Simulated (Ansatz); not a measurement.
TaO3H⁺. Total charge 1; doublet. Geometry r2SCAN-D4/def2-TZVP; atoms count from 1.

Cartesian coordinates in Å:
```
Ta 0.3305 0.3789 0.7020
O -0.0166 0.9874 -0.9879
O 0.5632 2.0694 -0.1510
O -0.2513 -1.3503 0.4715
H -0.6258 -2.0854 -0.0347
```

In the def2 sets Ta takes a core potential; there is no spin–orbit coupling. The structure holds one bond between oxygen atoms, so isomers without such links may lie far lower. No other spin state of charge 1 was run. The structure comes from a short search, and lower isomers may exist.

(1) Estimate the Mulliken populations from the PBE0/def2-TZVP orbitals of Ansatz.

(2) Where does the spin sit?

(3) And the Mayer bond orders between bonded heavy atoms (over 0.3)?

## Answers

(1) 
```tsv
atom	charge (e)	spin (α − β)	d electrons
Ta1	1.48	1.16	2.60
O2	-0.12	-0.08	–
O3	-0.21	-0.04	–
O4	-0.55	-0.04	–
H5	0.40	0.00	–
```
Mulliken values and Mayer orders depend strongly on the basis.

(2) Summed by element: Ta 1.16, O -0.16, H 0.00, of 1 unpaired in all. Largest on single atoms: Ta1 1.16, O2 -0.08, O3 -0.04.

(3) Ta1–O2 1.44 (1.83 Å); Ta1–O3 1.13 (1.91 Å); Ta1–O4 1.34 (1.84 Å); O2–O3 0.84 (1.49 Å).
